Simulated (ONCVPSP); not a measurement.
Before and after: ONCV potential for C (Z = 6)

* Element: C
* Generator: ONCVPSP 4.0.1
* Type: optimised norm-conserving Vanderbilt (ONCV)
* Functional: PW91
* Relativity: scalar-relativistic
* Frozen core: [He]
* Valence charge: 4
* Reference configuration: 2s2 (charge +2)
* Partial waves: 2s: rc 0.80 bohr, ncon 3, nbas 6, qcut 7 1/bohr, 2 projectors, debl 1 Ha; p scattering state at 0.06 Ha: rc 0.80 bohr, ncon 4, nbas 7, qcut 11.9 1/bohr, 2 projectors, debl 1.7 Ha; d scattering state at 0.03 Ha: rc 0.60 bohr, ncon 3, nbas 8, qcut 19.2 1/bohr, 2 projectors, debl 1.9 Ha
* Local potential: polynomial inside 0.40 bohr (lpopt 3, dvloc0 0 Ha)
* Core correction: Teter function, fcfact 1.75, rcfact 1.3

In the s channel the program set the typed energies aside and used -1.486, 0.250 Ha. In the p channel the program set the typed energies aside and used 0.050, 1.750 Ha.

Change: s: qcut 6.7; p: qcut 11.4; d: qcut 18.4.

Cutoffs: the cutoffs (Ha) at which the residual kinetic energy of the hardest occupied pseudo-wave falls to 1 and 0.1 mHa per electron; they do not see the model core or the augmentation charge, which bear on the density cutoff. Errors are all-electron minus pseudo energies relative to the spin-unpolarised reference configuration.

Question: How do hardness, ghosts and transferability respond?

Answer: The potential gets neither clearly harder nor softer (24 Ha and 224 Ha → 24 Ha and 224 Ha); both files keep a bound ghost (s); the errors of the 4 common tests hardly move.

```tsv
quantity	base	changed
cutoff, loose	24 Ha	24 Ha
cutoff, tight	224 Ha	224 Ha
bound ghosts	s	s
GHOST(+) flags under 300 eV	none	none
error for 2s2 2p2, meV [ΔE -35.16 eV]	+74	+75
error for 2s2 2p1, meV [ΔE -24.23 eV]	+40	+41
error for 2s1, meV [ΔE 48.26 eV]	+40	+40
error for 2s2 2p1.5, meV [ΔE -31.17 eV]	+61	+62
s: phases at 0.81 bohr within 0.05 rad from the reference energy up to (Ha; the scan ends near 5)	to the end of the scan	to the end of the scan
p: phases at 0.81 bohr within 0.05 rad from the reference energy up to (Ha; the scan ends near 5)	to the end of the scan	to the end of the scan
d: phases at 0.61 bohr within 0.05 rad from the reference energy up to (Ha; the scan ends near 5)	to the end of the scan	to the end of the scan
rms error of d²Exc/dni dnj with the model core, mHa	1.39	1.40
```

 A true bound ghost makes a file unfit for plane-wave use even where its test errors are small: the radial tests pick states by their node count and pass the ghost by.
